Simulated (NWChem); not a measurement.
Species: C3H6OSi; SMILES [SiH2]1CC(=O)C1

```xyz
11

O      0.2845     2.1205     0.0000
C     -0.1002     0.9748     0.0000
C     -0.2719     0.0310    -1.2078
Si     0.1915    -1.3828     0.0000
C     -0.2719     0.0310     1.2078
H      0.3043     0.3138    -2.0909
H     -1.3327    -0.0493    -1.4834
H     -0.6631    -2.5980     0.0000
H      1.6279    -1.7563     0.0000
H     -1.3327    -0.0493     1.4834
H      0.3043     0.3138     2.0909
```
Atoms are numbered in this order, from 1.

Results from NWChem. Medium grid unless said otherwise, to which SCAN and Minnesota functionals are sensitive. The geometry was optimised at B3LYP/6-31G* (spherical d). Total energies of different functionals are on different scales.

```
level                                 energy (Ha)  highest occupied level (eV)  orbital gap (eV)  dipole (D)
------------------------------------  -----------  ---------------------------  ----------------  ----------
PBE/def2-SVP                            -482.0016                        -5.53              3.82        2.52
B3LYP/def2-SVP                          -482.4062                        -6.77              5.93        2.78
TPSSh/def2-SVP                          -482.4210                        -6.21              5.05        2.71
r2SCAN/def2-SVP                         -482.2504                        -5.87              4.35        2.75
LDA (Slater exchange, VWN5)/def2-SVP    -479.6004                        -5.67              3.77        2.60
PW6B95/def2-SVP                         -482.8804                        -7.19              6.62        2.83
```
